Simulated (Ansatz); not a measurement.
The same path of Cl2GeH2 + H4Si (10 atoms, charge 0, multiplicity 1) was run twice with different band settings. Lost on the way: Ge1–Cl2, Si6–H10. Made: Ge1–Si6, Cl2–H10.

Theory: Ansatz, RKS PBE0/def2-SVP.

Relaxed end points:

```xyz
10
Properties=species:S:1:pos:R:3
Ge -0.417 -0.664 -0.144
Cl -0.622 -1.257 1.913
H 1.073 -0.499 -0.455
Cl -1.364 1.256 -0.382
H -1.179 -1.669 -1.012
Si 1.440 3.019 1.344
H 2.584 3.684 2.037
H 1.807 2.791 -0.086
H 0.234 3.892 1.426
H 1.166 1.708 2.004
```

```xyz
10
Properties=species:S:1:pos:R:3
Ge 0.091 0.529 -0.379
Cl 0.830 -0.300 2.946
H 1.081 -0.644 -0.461
Cl -0.383 1.058 -2.444
H -1.237 0.058 0.240
Si 0.989 2.486 0.665
H 2.400 2.251 1.091
H 0.941 3.613 -0.314
H 0.167 2.848 1.861
H -0.158 0.362 3.441
```

Common settings: movable images 7; climbing image yes; spring 5.0 eV/Å²; optimiser quadratic models (default); force threshold 0.03 eV/Å; iteration limit 60; end points relaxed.

| run | start path |
| --- | --- |
| 1 | through a guess of the saddle point |
| 2 | straight line |

Question: What does each run give, and how far can it be trusted?

Answer: Run 1: converged after 30 iterations, highest image 2.198 eV above the first end. Neighbouring images differ by up to 1.6 eV, so the band resolves the path poorly. A vibrational analysis at the climbing image gives one clearly imaginary mode, 752i cm⁻¹: a first-order saddle point.
Run 2: converged after 30 iterations, highest image 2.198 eV above the first end. Neighbouring images differ by up to 1.6 eV, so the band resolves the path poorly. Another band between the same ends (7 images) ends at a top of the same energy, where a vibrational analysis finds 1 clearly imaginary mode.
The orbitals stay closed-shell, which can raise the energy where a bond breaks towards radicals; this wasn't checked here.
